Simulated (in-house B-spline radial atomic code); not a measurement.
## Solving the quasi-particle equation for 4s up of Zn II (Zn+)

Configuration [Ar] 3d10 4s1, highest spin, start LDA VWN5; correlation leaves out the 4 deepest shells. Computed with an all-electron radial atomic-structure program (B-spline basis): all electrons, scalar-relativistic (spin-free one-electron X2C), finite nucleus, each spin shell either full or empty, empty states to l = 9 with an (l + 1/2)⁻⁴ tail; G0W0 by contour deformation at full frequency.

RPA overbinds a lone outer s electron by self-correlation, and G0W0 tends to as well.

At the mean-field level ε = -14.784 eV the matrix elements are Σx = -13.816 eV, v_xc = -11.19 eV and Σc(ε) = -1.74 eV, and the slope of the correlation self-energy is dΣc/dω = -0.0756. The quasi-particle energy solves E = ε + Σx − v_xc + Σc(E).

(1) What does the linearised equation give?

(2) How does that compare with the full solution and with static screening?

Results:

(1) Z = 1/(1 − dΣc/dω) = 1/1.0756 = 0.9297. The first-order shift is Σx − v_xc + Σc(ε) = -13.816 − (-11.19) + (-1.74) = -4.366 eV, so E ≈ ε + Z × shift = -14.784 + 0.9297 × (-4.366) = -18.843 eV.

(2) Solving the equation at full frequency dependence gives E = -18.846 eV, where Σc = -1.435 eV and the weight is 0.926; the linearised value is off by 3 meV. Leaving Z out would give -19.150 eV. Static COHSEX puts -3.253 eV in place of Σc and gives -20.663 eV, 1.82 eV deeper. The tabulated removal energy is 17.964 eV (NIST, measured); the run leaves out spin-orbit coupling, Breit and QED terms.
